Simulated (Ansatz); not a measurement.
Input file for C₃H₁₀F₂OSi₂ (`CO[SiH](F)CC[SiH2]F`):

```yaml
crystal:
  periodic: [false, false, false]
  atoms:
    - {symbol: C, position_ang: [1.150971, -1.917623, -1.648772]}
    - {symbol: O, position_ang: [0.809527, -0.803561, -0.854297]}
    - {symbol: Si, position_ang: [0.077091, 0.557368, -1.359656]}
    - {symbol: F, position_ang: [-1.373548, 0.202883, -1.943933]}
    - {symbol: C, position_ang: [-0.106887, 1.664035, 0.112502]}
    - {symbol: C, position_ang: [-1.035036, 1.151238, 1.223930]}
    - {symbol: Si, position_ang: [-0.493197, -0.376821, 2.154332]}
    - {symbol: F, position_ang: [1.067299, -0.252797, 2.507717]}
    - {symbol: H, position_ang: [1.826477, -2.552020, -1.073682]}
    - {symbol: H, position_ang: [0.261249, -2.496587, -1.912085]}
    - {symbol: H, position_ang: [1.658450, -1.611423, -2.570195]}
    - {symbol: H, position_ang: [0.823077, 1.171485, -2.487425]}
    - {symbol: H, position_ang: [0.899801, 1.842816, 0.506898]}
    - {symbol: H, position_ang: [-0.461670, 2.634730, -0.254261]}
    - {symbol: H, position_ang: [-2.036199, 0.943867, 0.826026]}
    - {symbol: H, position_ang: [-1.174621, 1.935909, 1.976416]}
    - {symbol: H, position_ang: [-1.230340, -0.445074, 3.443975]}
    - {symbol: H, position_ang: [-0.700042, -1.637024, 1.404312]}
basis:
  gaussian: {orbitals: def2-SVP}
correlation: {method: ccsd_t}
```

```sh
$ ansatz run in.yaml --threads 2 --pin off --events-out ev --progress --plain --backend cuda
```

Output of Ansatz, abridged:

```
Functional definition: HF
1669 factors; integrals over basis functions are off by at most 1.2e-3 eV
mean field evaluation 1: about -26409.6033 eV, gradient 4.6e1 eV
mean field evaluation 2: about -26409.6084 eV, gradient 4.6e1 eV
mean field evaluation 4: about -26414.4362 eV, gradient 4.3e0 eV
mean field evaluation 8: about -26414.4915 eV, gradient 2.0e-4 eV
mean field -26414.49153050 eV, -970.7146593604 hartree, gradient 1.7e-6 eV, S^2 0.000000; 0 other end points of the search recorded, 0 dependent functions left out
16 core orbitals not correlated: weight in the atoms' cores, before any rotation towards them, 1.000 or more for the frozen orbitals, at most 0.000 for the correlated occupied ones
reference -26414.49153050 eV, -970.7146593604 hartree; 25, 25 occupied and 129, 129 virtual orbitals, 1669 factors
second order -31.82144960 eV of doubles, -0.00000000 eV of singles
cycle   1  -32.87837434 eV  change    -1.1e0 eV  update   1.2e-1
cycle   2  -33.65536713 eV  change   -7.8e-1 eV  update   3.5e-2
cycle   3  -33.84614613 eV  change   -1.9e-1 eV  update   1.7e-2
cycle   4  -33.84086093 eV  change    5.3e-3 eV  update   3.4e-3
cycle   5  -33.83998733 eV  change    8.7e-4 eV  update   1.3e-3
cycle   6  -33.84038238 eV  change   -4.0e-4 eV  update   3.6e-4
cycle   7  -33.84021771 eV  change    1.6e-4 eV  update   1.3e-4
cycle   8  -33.84015449 eV  change    6.3e-5 eV  update   4.1e-5
cycle   9  -33.84016396 eV  change   -9.5e-6 eV  update   1.4e-5
perturbative correction -0.77790728 eV, -0.0285875652 hartree
Total energy: -26449.10960173 eV, -971.9868500133 hartree
```

Run time 19 s (2 threads of an AMD EPYC 7R13 on a shared host and a share of an NVIDIA H100 80 GB); peak host memory 0.79 GiB.

MP2 recovers 91.9 % of the CCSD(T) correlation energy and the triples give 2.2 %; T1 = 0.0108.
